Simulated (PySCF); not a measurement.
# Peak assignment

Molfile (atoms numbered from 1):
```
C6H13ClO2Si
     RDKit          3D

 23 23  0  0  0  0  0  0  0  0999 V2000
   -2.3597    0.9225    0.0284 C   0  0  0  0  0  0  0  0  0  0  0  0
   -1.4424   -0.2808    0.2427 C   0  0  0  0  0  0  0  0  0  0  0  0
   -2.0475   -1.5228   -0.4062 C   0  0  0  0  0  0  0  0  0  0  0  0
   -0.0470    0.0382   -0.3128 C   0  0  2  0  0  0  0  0  0  0  0  0
    0.9591   -1.1018   -0.1172 C   0  0  0  0  0  0  0  0  0  0  0  0
    2.2309   -0.8089   -0.6342 O   0  0  0  0  0  0  0  0  0  0  0  0
    2.9837    0.1007    0.1692 C   0  0  0  0  0  0  0  0  0  0  0  0
    1.9599    1.7058    0.2993 Si  0  0  2  0  0  4  0  0  0  0  0  0
    2.1978    2.7063    2.0137 Cl  0  0  0  0  0  0  0  0  0  0  0  0
    0.4248    1.1995    0.3426 O   0  0  0  0  0  0  0  0  0  0  0  0
   -1.9255    1.8117    0.4761 H   0  0  0  0  0  0  0  0  0  0  0  0
   -2.5008    1.1036   -1.0350 H   0  0  0  0  0  0  0  0  0  0  0  0
   -3.3309    0.7424    0.4822 H   0  0  0  0  0  0  0  0  0  0  0  0
   -1.3353   -0.4500    1.3195 H   0  0  0  0  0  0  0  0  0  0  0  0
   -2.0449   -1.4250   -1.4895 H   0  0  0  0  0  0  0  0  0  0  0  0
   -1.5033   -2.4229   -0.1356 H   0  0  0  0  0  0  0  0  0  0  0  0
   -3.0768   -1.6399   -0.0761 H   0  0  0  0  0  0  0  0  0  0  0  0
   -0.1137    0.2602   -1.3863 H   0  0  0  0  0  0  0  0  0  0  0  0
    1.0270   -1.3345    0.9561 H   0  0  0  0  0  0  0  0  0  0  0  0
    0.6253   -1.9856   -0.6625 H   0  0  0  0  0  0  0  0  0  0  0  0
    3.9346    0.2103   -0.3500 H   0  0  0  0  0  0  0  0  0  0  0  0
    3.1874   -0.3639    1.1454 H   0  0  0  0  0  0  0  0  0  0  0  0
    2.1924    2.5622   -0.8596 H   0  0  0  0  0  0  0  0  0  0  0  0
  1  2  1  0
  2  3  1  0
  2  4  1  0
  4  5  1  0
  5  6  1  0
  6  7  1  0
  7  8  1  0
  8  9  1  0
  8 10  1  0
 10  4  1  0
  1 11  1  0
  1 12  1  0
  1 13  1  0
  2 14  1  0
  3 15  1  0
  3 16  1  0
  3 17  1  0
  4 18  1  6
  5 19  1  0
  5 20  1  0
  7 21  1  0
  7 22  1  0
  8 23  1  6
M  END
```

Computed data (PySCF 2.14.0 with density-fitted response routines): GIAO PBE0/pcSseg-1 shieldings, geometry from GFN2-xTB. One conformer, non-relativistic Hamiltonian, rapidly exchanging positions averaged, no solvent model.

Scale: ¹³C (σ = 186.93 ppm), ¹H (σ = 31.72 ppm) vs TMS (reference shieldings calculated alike).

Task: Assign these signals to the numbered atoms. ¹³C{¹H} NMR (computed): δ 84.7 (CH), 76.4 (CH2), 66.6 (CH2), 36.7 (CH), 21.6 (CH3), 19.5 (CH3).

Result: 
84.7 → C4, sp3 CH bonded to O: deshielded by the electronegative neighbour
76.4 → C5, sp3 CH2 bonded to O: deshielded by the electronegative neighbour
66.6 → C7, sp3 CH2 bonded to O and Si: the inductive effect lowers its shielding
36.7 → C2, sp3 CH: aliphatic region, no heteroatom directly attached
21.6 → C1, methyl carbon: a saturated carbon with 1 carbon neighbour and no heteroatom attached
19.5 → C3, methyl carbon

Task: Assign these signals to the numbered atoms. ¹H NMR (600 MHz, computed): δ 5.44 (m, 1H), 4.05 (m, 1H), 3.79 (m, 1H), 3.60 (m, 1H), 3.45 (m, 1H), 3.19 (m, 1H), 1.43 (m, 1H), 1.13 (d, 3H), 0.79 (d, 3H).

Result: 
```tsv
δ (ppm)	atoms	environment	reason
5.44	H23	hydrogen on a silicon bonded to C, Cl, O, in a 6-membered ring	–
4.05	H20	hydrogen on an sp3 CH2 bonded to O	its carbon carries O, which withdraws density
3.79	H21	hydrogen on an sp3 CH2 bonded to O and Si	its carbon carries O, which withdraws density
3.60	H18	hydrogen on an sp3 CH bonded to O	its carbon carries O, an electronegative neighbour
3.45	H22	hydrogen on an sp3 CH2 bonded to O and Si	its carbon carries O, an electronegative neighbour
3.19	H19	hydrogen on an sp3 CH2 bonded to O	its carbon carries O, an electronegative neighbour
1.43	H14	hydrogen on an sp3 CH	–
1.13	H11/H12/H13	hydrogen on a methyl carbon	far from electronegative atoms and π systems
0.79	H15/H16/H17	hydrogen on a methyl carbon	–
```

Shifts are as computed. Against solution values, carbons near 30 ppm lie about +3 ppm off and those near 130 ppm about +5 ppm. Of 1211 compounds with measured shifts, 218 miss one by over three times the rms of a fit or turn the order of signals round; such compounds aren't used in these exercises. Multiplicities follow the n + 1 count of equivalent neighbours, as no J values were calculated; m marks all less simple cases, F and P coupling included.
